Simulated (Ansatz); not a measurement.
Breaking the O3–H4 bond in H2OSn (SMILES [OH][SnH]) (multiplicity 1 held, fragments rigid). Energies count from the point at 0.963 Å.
Geometry at that point (charge 0, multiplicity 1):
```tsv
atom	x (Å)	y (Å)	z (Å)
Sn	-0.1839	-0.1503	0.1953
H	-1.4552	0.0147	-1.0721
O	1.2153	0.7994	-0.8693
H	0.9260	1.1031	-1.7363
```

R- and RO- levels are restricted; in cc, def2 and unpolarised 6-31G sets they are followed outwards from rest. Unrestricted levels (U-) break spin symmetry where that is lower. Active spaces are followed from a long bond inwards. Levels need not reach the same state.

Cores are frozen in the correlated methods. Filled d and f shells under p-block atoms count as core.

Codes used: Ansatz (Gaussian orbitals). Values without a source in brackets are computed. In def2 rows elements past Kr take small-core potentials, without spin–orbit coupling.

Energies in kcal/mol.

```tsv
R (Å)	U-HF/def2-SVP	R-MP2/def2-SVP	U-CCSD(T)/def2-SVP	CASSCF(4,3)/def2-SVP	FIC-NEVPT4(SD) on CASSCF(4,3)/def2-SVP	FIC-MRCISD+Q on CASSCF(4,3)/def2-SVP
0.771	33.0	38.3	38.1	37.1	38.2	37.7
0.867	5.0	7.7	7.6	7.3	7.8	7.5
0.963	0.0	0.0	0.0	0.0	0.0	0.0
1.059	6.9	4.3	4.2	4.3	4.2	4.3
1.156	19.8	14.6	14.3	14.1	14.4	14.5
1.300	43.6	34.4	33.5	32.2	33.8	33.8
1.445	64.8	54.9	53.1	49.8	53.3	53.0
1.685	78.5	84.8	80.0	72.3	79.7	78.6
1.926	82.0	107.3	97.9	86.0	96.4	94.5
2.215	82.9	124.9	106.3	94.0	106.4	104.0
2.600	83.0	135.8	108.2	97.6	111.0	108.3
3.082	82.9	135.8	108.5	98.7	112.2	109.6
```

Doubts at one or more of the structures used: a spin-contaminated determinant (U-HF/def2-SVP, U-CCSD(T)/def2-SVP); a restricted determinant that unrestricted orbitals would lower (R-MP2/def2-SVP); T1 above 0.05 (U-CCSD(T)/def2-SVP); active orbitals that take no part (CASSCF(4,3)/def2-SVP, FIC-NEVPT4(SD) on CASSCF(4,3)/def2-SVP, FIC-MRCISD+Q on CASSCF(4,3)/def2-SVP).

Ansatz is a first-principles code.
